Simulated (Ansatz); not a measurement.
`O[SiH](Cl)Cl` and `Cl[SiH](Cl)[GeH3]` differ in one atom or group.

Ansatz, PBE0-D4/def2-TZVP geometries, multiplicity 1. Each molecule was computed in one conformer, which needn't be the lowest.

Scalar relativity is left out up to krypton.

```tsv
property	`O[SiH](Cl)Cl`
LUMO energy (ωB97M-V/def2-TZVPP) / eV	1.98
HOMO–LUMO gap (B3LYP/def2-TZVPP) / eV	8.96
LUMO energy (PBE/def2-TZVPP) / eV	-0.54
HOMO–LUMO gap (PBE/def2-TZVPP) / eV	7.19
HOMO–LUMO gap (ωB97M-V/def2-TZVPP) / eV	13.46
LUMO energy (B3LYP/def2-TZVPP) / eV	0.05
```

Task: Give the same properties after the change, and the shifts. (Estimate.)

Result: Ansatz gave: 
```json
{"property": "LUMO energy (ωB97M-V/def2-TZVPP) / eV", "`Cl[SiH](Cl)[GeH3]`": "1.49", "shift": "-0.49"}
{"property": "HOMO–LUMO gap (B3LYP/def2-TZVPP) / eV", "`Cl[SiH](Cl)[GeH3]`": "7.44", "shift": "-1.52"}
{"property": "LUMO energy (PBE/def2-TZVPP) / eV", "`Cl[SiH](Cl)[GeH3]`": "-1.25", "shift": "-0.71"}
{"property": "HOMO–LUMO gap (PBE/def2-TZVPP) / eV", "`Cl[SiH](Cl)[GeH3]`": "5.78", "shift": "-1.41"}
{"property": "HOMO–LUMO gap (ωB97M-V/def2-TZVPP) / eV", "`Cl[SiH](Cl)[GeH3]`": "11.73", "shift": "-1.73"}
{"property": "LUMO energy (B3LYP/def2-TZVPP) / eV", "`Cl[SiH](Cl)[GeH3]`": "-0.56", "shift": "-0.61"}
```

With PBE0 the HOMO rises by 1.00 eV and the LUMO falls by 0.76 eV, so the gap narrows by about 1.76 eV. PBE moves the HOMO by 0.70 eV and ωB97M-V by 1.23 eV.

B3LYP here is the variant with VWN-RPA as its local correlation; programs differ in this.
